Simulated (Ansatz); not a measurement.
Harmonic frequencies (cm⁻¹) at PBE0-D4/def2-TZVP from Ansatz: 127, 134, 179, 181, 278, 429, 479, 646, 689, 744, 852, 914, 929, 952, 989, 1055, 1068, 1177, 1314, 1402, 1474, 1478, 1733, 2232, 2234, 2244, 3048, 3101, 3155, 3189.

Q: Which molecule is it?
A. `CC(C)[Si]F`
B. `CN[SiH2]N`
C. `C[C@@H]1C[Si@@H]1F`
D. `C/C=C(\F)[SiH3]`

A: D.
